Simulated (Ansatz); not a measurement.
Calculated with Ansatz (gas phase, PBE0-D4/def2-TZVP geometries, no zero-point term in ΔE). CCSD(T)/CBS adds triple-zeta CCSD(T) − MP2 to the extrapolated MP2 energy (def2 sets, frozen cores). This one scheme is used for every species. DFT in def2-TZVPP. For Sc outer-core shells are correlated without core-valence functions, which leaves a few kJ/mol of doubt a bond. Scalar relativity is left out up to krypton. One conformer a species, not always the lowest.

`FB(Cl)O[SiH3]` + `[F][Sc]([F])[F]` → `FB(F)O[SiH3]` + `[F][Sc]([F])[Cl]`  (redistribution)

CCSD(T)/CBS gives -13.5 kcal/mol.

Task: Another level gave -10.5 kcal/mol. Which?
A. BHLYP/def2-TZVPP
B. r2SCAN0/def2-TZVPP
C. LC-ωPBE/def2-TZVPP
D. SCS-MP2/def2-TZVPP

Result: C. LC-ωPBE -10.5, SCS-MP2/def2-TZVPP -13.0, r2SCAN0 -14.3, BHLYP -15.3 kcal/mol.

Largest T1 diagnostic among the species: 0.017.

In def2-TZVPP, CCSD(T) changes the Hartree–Fock value by +5.7 kcal/mol (the triples alone add +0.7 kcal/mol) and MP2 by +6.7 kcal/mol. From BLYP to BHLYP (50 % exact exchange), in def2-TZVPP and without D4, ΔE moves by −4.4 kcal/mol. Leaving LDA and LC-ωPBE aside and taking each functional with its dispersion term where it has one, the values, not all of them listed here, spread over 6.2 kcal/mol, from BHLYP-D4 to revPBE-D4. LDA lies −0.9 kcal/mol from PBE without D4.
